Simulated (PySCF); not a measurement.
**Molecular orbitals of IO⁺**

B2PLYP at R = 1.838 Å; I aug-cc-pVDZ-PP with ECP28, O aug-cc-pVDZ; scalar-relativistic core potentials (PySCF 2.14). State: ³Σ⁻ (triplet), unpaired electrons π ↑↑. Only the outer orbitals are listed, counted within each symmetry, core potentials removing the inner ones.

| spin | orbital | occ. | ε (eV) | on I (%) | main shells (%) |
| --- | --- | --- | --- | --- | --- |
| α | 5σ | 1 | -40.90 | 2 | 94 O s |
| α | 6σ | 1 | -30.18 | 84 | 82 I s, 9 O s |
| α | 3π | 1 | -22.57 | 11 | 88 O p, 11 I p |
| α | 3π | 1 | -22.57 | 11 | 88 O p, 11 I p |
| α | 7σ | 1 | -21.88 | 34 | 63 O p, 25 I p |
| α | 4π | 1 | -17.41 | 90 | 89 I p, 10 O p |
| α | 4π | 1 | -17.41 | 90 | 89 I p, 10 O p |
| α | 8σ | 0 | -8.47 | 93 | 79 I p, 18 O p, 9 I d |
| β | 5σ | 1 | -37.83 | 10 | 84 O s, 9 I s |
| β | 6σ | 1 | -28.25 | 78 | 78 I s, 17 O s |
| β | 7σ | 1 | -20.62 | 39 | 57 O p, 29 I p, 9 I s |
| β | 3π | 1 | -18.09 | 54 | 53 I p, 44 O p |
| β | 3π | 1 | -18.09 | 54 | 53 I p, 44 O p |
| β | 4π | 0 | -10.69 | 51 | 50 O p, 47 I p |
| β | 4π | 0 | -10.69 | 51 | 50 O p, 47 I p |
| β | 8σ | 0 | -7.77 | 88 | 72 I p, 22 O p, 11 I d |

Task: Which are the highest filled and the lowest empty level, where do they sit, and how wide is the gap?

Result: Highest filled α 4π at -17.41 eV (in %: 89 I p, 10 O p); lowest empty β 4π at -10.69 eV (in %: 50 O p, 47 I p); the gap at B2PLYP is 6.72 eV. Both belong to one degenerate shell, split only by its one-sided filling, so this is no excitation gap.

* bond order (Mayer): 1.59
* ⟨S²⟩: 2.031
* charge on I (Mulliken, basis-dependent): 1.43
* charge on I (Löwdin, basis-dependent): 1.43
* dipole moment (positive dipole points towards O; it is taken about the centre of mass and depends on that origin): -1.46 D

Correlated steps freeze 5 core orbitals. Spin–orbit coupling is left out. B2PLYP dipoles, levels and charges come from its SCF part alone. The state was picked by a PBE0 search and need not be the measured ground state.
